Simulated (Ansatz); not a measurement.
The lowest singlet and triplet of NH2 (SMILES [NH2+]); geometries from B3LYP-D3(BJ)/def2-TZVP, each state relaxed from the structure named, with no frequency check.
Singlet at the triplet's geometry (charge 1, multiplicity 1):
```xyz
3

N      0.00013    -0.05123     0.00000
H     -1.01097     0.17665     0.00000
H      1.01003     0.18196     0.00000
```

A positive gap puts the triplet lower; no zero-point energy. R- takes a restricted singlet. The triplet is unrestricted in single-reference levels. Active spaces average the two states.

Correlated levels freeze the cores.

The values were computed with Ansatz (a program for electronic structure). Values without a source in brackets are computed.

Problem. Predict the gap E(singlet) − E(triplet), vertical, at the triplet's geometry from FIC-MRCISD+Q on SA-CASSCF(6,6)/cc-pVQZ.

Solution. 173 kJ/mol

Problem. Predict the gap E(singlet) − E(triplet), vertical, at the triplet's geometry from FIC-MRCISD+Q on SA-CASSCF(6,6)/cc-pVTZ.

Solution. 177 kJ/mol

Problem. Estimate the gap E(singlet) − E(triplet), vertical, at the triplet's geometry that R-CCSD(T)/cc-pVQZ returns for this input.

Solution. 189 kJ/mol

Doubts at one or more of the structures used: a restricted determinant that unrestricted orbitals would lower (R-CCSD(T)/cc-pVQZ).
